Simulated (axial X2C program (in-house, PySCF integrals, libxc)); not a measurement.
**Curves of AlTe by EOM-IP-CCSD**

Calculated with an in-house all-electron X2C program for linear molecules (integrals from PySCF): two-component X2C with atomic mean-field Coulomb and Gaunt terms, Gaussian nuclei, basis Te dyall-acv3z, Al dyall-av3z with contracted cores.

Energies in eV from the lowest point of the lowest state; states are followed by energy order within each Ω. Reference: AlTe⁻, 20 electrons correlated in 82 virtual spinors with an MP2 remainder; levels at this size can be off by some tenths of an eV. Masses 129.906 and 26.982 u.

| R (Å) | (1)Ω=1/2 | (1)Ω=3/2 | (2)Ω=1/2 | (3)Ω=1/2 |
| --- | --- | --- | --- | --- |
| 2.270 | 0.1063 | 0.8668 | 1.3142 | 3.6615 |
| 2.368 | 0.0000 | 0.4643 | 0.9334 | 3.4159 |
| 2.467 | 0.0146 | 0.2307 | 0.7324 | 3.3341 |
| 2.578 | 0.1080 | 0.1120 | 0.6706 | 3.3870 |
| 2.689 | 0.2340 | 0.1001 | 0.7394 | 3.5519 |
| 2.837 | 0.4240 | 0.1934 | 0.9545 | 3.8905 |

T1 of the reference reaches 0.016 (Lee–Taylor). Curves followed by order can swap character. Number of frozen shells: Te 4 s, 3 p, 1 d; Al 2 s, 1 p. Roots with under 60 % one-particle weight at any point are counted in the labels but not shown, and the list ends where the roots sought for some Ω run out; states that need a further excitation are missing and may lie low or lowest. Curves with a minimum but no constants failed the fit check.
